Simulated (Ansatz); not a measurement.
`CO[SiH2]BO` + `O[SiH2]N[SiH](O)F` → `CO[SiH2]N[SiH2]O` + `OB[SiH](O)F`  (redistribution)

Gas-phase electronic energies from Ansatz, PBE0-D4/def2-TZVP geometries. CBS: MP2 limit from def2 TZ/QZ plus the TZ coupled-cluster correction, frozen cores. DFT in def2-TZVPP. One conformer a species, not always the lowest.

| level | ΔE (kJ/mol) |
| --- | --- |
| ωB97M-V | 22.3 |
| SCS-MP2/def2-TZVPP | 21.3 |

(1) What does CCSD(T)/CBS give? (An estimate is asked.)

Largest T1 diagnostic among the species: 0.013.

Answers

(1) Ansatz gave: +22.2 kJ/mol. The listed levels differ from it by 0.1, -0.9 kJ/mol.

The D4 term adds −4.8 kJ/mol with B3LYP and −2.8 kJ/mol with PBE0; it sums over pairs of atoms, weighted by their polarisabilities, and B3LYP, whose exchange is more repulsive, gets the larger term.

B3LYP here is the variant with VWN-RPA as its local correlation; programs differ in this.
